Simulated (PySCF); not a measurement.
B3LYP has the VWN-RPA correlation part, as in Gaussian. 

Z-matrix (Å, degrees):
```
Si
H 1 1.4827
C 1 1.8803 2 113.24
H 3 1.0905 1 110.17 2 -172.19
H 3 1.0911 4 108.57 1 -122.21
H 3 1.0918 4 108.12 5 -117.00
Si 1 2.1564 2 117.45 3 -151.68
H 7 1.4827 1 117.45 2 180.00
C 7 1.8803 8 113.24 1 -151.68
H 9 1.0905 7 110.17 8 172.19
H 9 1.0911 10 108.57 7 122.21
H 9 1.0918 10 108.12 11 117.00
```
Charge 0, spin multiplicity 1.

Question: Estimate the HOMO–LUMO gap, dipole moment and LUMO that B3LYP-D3(BJ)/def2-TZVP run with PySCF returns for this input.

Answer: 
```
Property         Result
-------------  --------
HOMO–LUMO gap   3.75 eV
dipole moment    0.00 D
LUMO           -1.52 eV
```
